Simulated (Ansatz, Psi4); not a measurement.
Intermolecular potential of F2Mg ··· H4OSi (SMILES [F][Mg][F] and O[SiH3]). Monomers: optimised at B3LYP-D3(BJ) (def2-TZVP), held rigid. Orientation: lowest of the rigid-body minima from ten starts at GFN2-xTB. R is the distance of the centres of mass, along which the second monomer moves.

Levels: wB97M-V/def2-TZVP, counterpoise-corrected (Psi4); RHF/aug-cc-pVDZ, counterpoise-corrected (Ansatz, a first-principles code); CCSD(T)/aug-cc-pVDZ = CCSD(T) on RHF/aug-cc-pVDZ, frozen core, counterpoise-corrected (Ansatz).

Interaction energies in kcal/mol:

| R / Å | wB97M-V/def2-TZVP | RHF/aug-cc-pVDZ |
|---|---|---|
| 2.84 | -11.44 | -8.40 |
| 3.05 | -18.43 | -16.42 |
| 3.29 | -17.64 | -16.15 |
| 3.42 | -15.91 | -14.61 |
| 3.77 | -10.81 | -9.98 |
| 4.04 | -7.68 | -7.14 |
| 4.57 | -3.89 | -3.69 |
| 5.25 | -1.74 | -1.71 |
| 6.27 | -0.61 | -0.65 |
| 7.52 | -0.21 | -0.25 |

Problem. Predict the corresponding CCSD(T)/aug-cc-pVDZ column.

Solution. 2.84: -6.27; 3.05: -15.31; 3.29: -15.76; 3.42: -14.44; 3.77: -10.03; 4.04: -7.19; 4.57: -3.68; 5.25: -1.66; 6.27: -0.61; 7.52: -0.22 (kcal/mol).
